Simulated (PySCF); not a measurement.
# Exercise with solution: chemical shift, span and skew from a shielding tensor

C2H7FO2Si, SMILES C[C@@H](O)[Si@@H](O)F. Atoms are numbered in the order given.

```xyz
13

C     -1.9496     1.0442     0.1414
C     -0.9029     0.0449     0.5898
O     -1.4698    -1.2559     0.5107
Si     0.6363     0.0579    -0.4826
O      1.5757     1.3559    -0.0862
F      1.4131    -1.3303    -0.1034
H     -2.8508     0.9532     0.7671
H     -2.2492     0.8609    -0.9024
H     -1.5698     2.0738     0.2229
H     -0.6080     0.2892     1.6324
H     -0.7901    -1.8925     0.7617
H      0.3698    -0.0149    -1.9446
H      2.3398     1.5583    -0.6331
```

Geometry: PBE0-D3(BJ)/def2-SVP. The structure was generated by enumeration; whether it is a known compound was not checked. One conformer was computed; it need not be the lowest.

GIAO shieldings from PBE/pcSseg-1 (PySCF), non-relativistic, no solvent. The symmetric part of the tensor of C1 has the principal values 146.3, 162.2, 180.5 ppm. The same nucleus in TMS has σ = 182.0 ppm at this level (PySCF, at its B3LYP-D3(BJ)/def2-TZVP geometry).

Problem. Work out the isotropic shielding, the ¹³C shift against TMS, the span and the skew.

Solution. 
σ(iso) = (σ11 + σ22 + σ33)/3 = 163.0 ppm. δ = σ(ref) − σ(iso) = 182.0 − (163.0) = 19.0 ppm.
Span Ω = σ33 − σ11 = 34.2 ppm. Skew κ = 3(σ(iso) − σ22)/Ω = 0.07. Tumbling in solution averages the tensor to δ; in a static solid the shielding alone would spread this spin-1/2 line over Ω.
